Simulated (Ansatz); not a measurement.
Consider the ligand exchange at the Si–N bond: `CN([SiH2]O)[SiH](O)F` + `[NH2][GeH2][OH]` → `[OH][GeH2][NH][SiH](O)F` + `CN[SiH2]O`.

Calculated with Ansatz (gas phase, PBE0-D4/def2-TZVP geometries, no zero-point term in ΔE). CBS: MP2 limit from def2 TZ/QZ plus the TZ coupled-cluster correction, frozen cores. DFT in def2-TZVPP. B3LYP here is the variant with VWN-RPA as its local correlation; programs differ in this. For Ge outer-core shells are correlated without core-valence functions, which leaves a few kJ/mol of doubt a bond. Scalar relativity is left out up to krypton. One conformer a species, not always the lowest.

```
             level  ΔE (kcal/mol)  difference from CCSD(T)/CBS
            PBE-D4           -5.6                         -0.4
         r2SCAN-D4           -5.0                          0.2
           PBE0-D4           -5.4                         -0.2
            B2PLYP           -6.0                         -0.8
             B3LYP           -6.5                         -1.3
SCS-MP2/def2-TZVPP           -5.3                         -0.1
CCSD(T)/def2-TZVPP           -5.3                         -0.1
     HF/def2-QZVPP           -5.7                         -0.5
     MP2/CBS(def2)           -5.1                          0.1
    CCSD/CBS(def2)           -5.3                         -0.1
       CCSD(T)/CBS           -5.2                            0
```

Largest T1 diagnostic among the species: 0.012.

The D4 term adds +1.0 kcal/mol with B3LYP and +0.5 kcal/mol with PBE0; it sums over pairs of atoms, weighted by their polarisabilities, and B3LYP, whose exchange is more repulsive, gets the larger term.
